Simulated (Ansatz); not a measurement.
`[AlH2]/[N]=C\[SiH3]`. Total charge 0; spin multiplicity 1.

```xyz
10

Al   -1.568    0.972   -1.625
N    -0.331   -0.020   -0.882
C     0.542   -0.694   -0.297
Si    1.008   -0.423    1.529
H    -1.091    2.306   -2.323
H    -3.053    0.440   -1.547
H     1.083   -1.490   -0.844
H     0.774   -1.680    2.290
H     2.456   -0.090    1.625
H     0.180    0.680    2.074
```

(1) What are the harmonic wavenumbers in cm⁻¹ at PBE0-D4/def2-TZVP (Ansatz, finite differences of forces, unscaled)? (An estimate is asked.)

(2) Is this a minimum?

(3) Give the ideal-gas thermochemistry at 298.15 K and 1 bar (rigid rotor, harmonic oscillator; point group Cs, symmetry number 1).

## Answers

(1) Ansatz gave: 62, 79, 185, 264, 303, 509, 535, 549, 568, 715, 747, 765, 883, 903, 935, 939, 1345, 1816, 1947, 1955, 2215, 2221, 2250, 2909.

(2) Yes, all 24 modes are real.

(3) Zero-point energy 153.1 kJ/mol; H(298) − E = 174.5 kJ/mol; entropy 347.2 J/(mol·K), of which translation 164.6, rotation 110.5, vibration 72.1; G(298) − E = 70.9 kJ/mol. Modes under 100 cm⁻¹ are hindered rotations or soft bends, so the harmonic entropy is rough.
